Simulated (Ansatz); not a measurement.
Total energies of CH$_{8}$ClNSi$_{2}$ (`C[SiH2]N[SiH2]Cl`).

Z-matrix (Å, degrees):
```
C
Si 1 1.863
H 1 1.093 2 111.1
H 1 1.094 2 110.7 3 -119.8
H 1 1.093 2 110.6 3 120.0
N 2 1.739 1 113.1 3 -61.0
H 2 1.489 1 109.5 3 60.3
H 2 1.487 1 110.3 3 -179.0
Si 6 1.705 2 127.1 1 -95.3
H 6 1.011 2 116.0 1 69.3
Cl 9 2.070 6 113.1 2 78.8
H 9 1.480 6 109.7 2 -163.1
H 9 1.477 6 109.3 2 -38.8
```

Total charge 0; spin multiplicity 1. The geometry is a stationary point of PBE0-D4/def2-TZVP. It is one conformer, not always the lowest. Basis def2-TZVPP, Ansatz 0.2.0.

RPA on PBE orbitals: Hartree–Fock energy of these orbitals -1134.47906 Eh, correlation -1.43135 Eh (frozen core).

```csv
functional,energy without D4 (Eh),D4 term (kJ/mol)
ωB97M-V,-1136.93042,–
B2PLYP,-1136.59273,–
```

Problem. Give the same for LDA (SPW92), PBE, revPBE, BLYP, r2SCAN, B97M-V, PBE0, B3LYP, r2SCANh, r2SCAN0, HSE06 (plane-wave form), BHLYP, CAM-B3LYP, LC-ωPBE, ωB97X-V, PBE-QIDH. (An estimate is asked.)

Solution. Ansatz gave: 
```csv
functional,energy without D4 (Eh),D4 term (kJ/mol)
LDA (SPW92),-1132.36853,–
PBE,-1136.41975,-32.1
revPBE,-1136.80095,-89.7
BLYP,-1136.98110,-68.8
r2SCAN,-1136.90814,-8.2
B97M-V,-1136.77504,–
PBE0,-1136.53380,-27.5
B3LYP,-1137.11208,-51.6
r2SCANh,-1136.90054,-8.8
r2SCAN0,-1136.89026,-9.7
HSE06 (plane-wave form),-1136.50703,-25.8
BHLYP,-1136.99408,-41.1
CAM-B3LYP,-1137.02667,-28.3
LC-ωPBE,-1136.68703,–
ωB97X-V,-1136.86295,–
PBE-QIDH,-1136.27458,–
```

B3LYP takes the VWN-RPA correlation (the form of Gaussian; ORCA's B3LYP/G). HSE06 is the plane-wave form, built on full-range PBE exchange. The double hybrids freeze the cores in their second-order part.

LC-ωPBE has ω = 0.4 bohr⁻¹.
